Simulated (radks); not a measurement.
Values are calculated unless marked as measured or tabulated.
Initial-state core-level shifts of the aluminium ion Al2+ when its valence configuration changes from [Ne] 3s1. Code: a radial shooting solver on a logarithmic mesh with Libxc functionals. Model: Dirac Kohn-Sham, LDA (Slater exchange, Perdew-Wang correlation), spin-unpolarised, spherical densities, point nucleus; open shells fill j = l - 1/2 first. Shifts are changes of the shell-averaged eigenvalues in eV (positive: less bound).

valence,1s,2s,2p
3p1,-1.467,-1.472,-1.447
3s0.5 3p0.5,-0.739,-0.740,-0.728
